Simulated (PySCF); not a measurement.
C₅H₂F₃O (doublet state).
SMILES with atom numbers: `[O:1]=[c:2]1[cH:3][c:4]1[C:5]([F:6])[CH:7]([F:8])[F:9]` (hydrogens: H10 on C3; H11 on C7)

Cartesian coordinates in Å at the GFN2-xTB level; atoms count from 1:
```
atom  x, y, z in Å
O1     2.9735    1.3249   -0.3277
C2     2.1702    0.4620   -0.2064
C3     1.6649   -0.8043    0.0384
C4     0.6973    0.1393   -0.2693
C5    -0.5825    0.5428   -0.3379
F6    -0.9178    1.7133   -0.9167
C7    -1.7401   -0.1662    0.3109
F8    -1.5939   -0.2397    1.6577
F9    -1.8112   -1.4498   -0.1185
H10    1.8402   -1.8545    0.0525
H11   -2.6951    0.3349    0.0911
```

The hyperfine couplings belong to this conformer and change with its torsions.

Computed with UKS B3LYP, pcH-1 on C F H O, non-relativistic, mean-field spin-orbit, GIAO in PySCF. The structure is a single GFN2-xTB conformer in the gas phase; no vibrational or solvent corrections. Couplings are sensitive to structure, and on GFN2-xTB geometries they can be far from those on DFT ones. The frame is twisted about the C4–C5 bond at this geometry (dihedral C3–C4–C5–C7 = 12°); couplings at other torsion angles weren't computed. The SCF solution wasn't tested for stability.

**Question.** Predict the first-order ENDOR lines of C5, C4, C3, C7, C2, F6, F8/F9, H10 and H11 under fast tumbling at B = 1219.1 mT (Q band).

**Answer.** ν± = |νn ± a/2|, one line for each electron-spin manifold; νn = |g_N| × 7.62259 MHz/T × B.

| nuclei | isotope | g_N | νn (MHz) | a_iso (MHz) | lower line (MHz) | upper line (MHz) |
| --- | --- | --- | --- | --- | --- | --- |
| C5 | 13C | 1.4048 | 13.05 | 53.82 | 13.85 | 39.96 |
| C4 | 13C | 1.4048 | 13.05 | -38.97 | 6.43 | 32.54 |
| C3 | 13C | 1.4048 | 13.05 | 38.34 | 6.12 | 32.23 |
| C7 | 13C | 1.4048 | 13.05 | -20.19 | 2.96 | 23.15 |
| C2 | 13C | 1.4048 | 13.05 | -16.32 | 4.90 | 21.21 |
| F6 | 19F | 5.2577 | 48.86 | 121.87 | 12.08 | 109.79 |
| F8/F9 | 19F | 5.2577 | 48.86 | 62.52 | 17.60 | 80.12 |
| H10 | 1H | 5.5857 | 51.91 | -22.56 | 40.63 | 63.19 |
| H11 | 1H | 5.5857 | 51.91 | 4.26 | 49.78 | 54.04 |

The rows for 13C, of low natural abundance, apply to labelled samples.

**Question.** Which pairs are centred on the nuclear Larmor frequency, and which on half the coupling?

**Answer.** Centred on νn, since |a| < 2νn: C7, C2, F8/F9, H10 and H11. Centred on |a|/2 and split by 2νn: C5, C4, C3 and F6.

**Question.** At what field would the lower line of C2 fall to zero frequency?

**Answer.** Where νn = |a|/2, that is B = 8.16 MHz/(1.4048 × 7.62259 MHz/T) = 762 mT, as far as first order holds there.

Nuclei that the bonding pattern makes equivalent are averaged, as if the motion that swaps them (rotation, inversion, ring flip) were fast. The 19F value of +62.5 MHz is a mean of couplings from 48.9 to 76.1 MHz in this one geometry, not an average over conformers.

The Mulliken spin populations are largest on C5 (+0.54), C3 (+0.38), O1 (+0.12) and C4 (-0.10). The positive populations add up to 1.13 and the negative ones to -0.13, together 2S = 1. The angles at C5 add up to 359.8°, so it is planar.
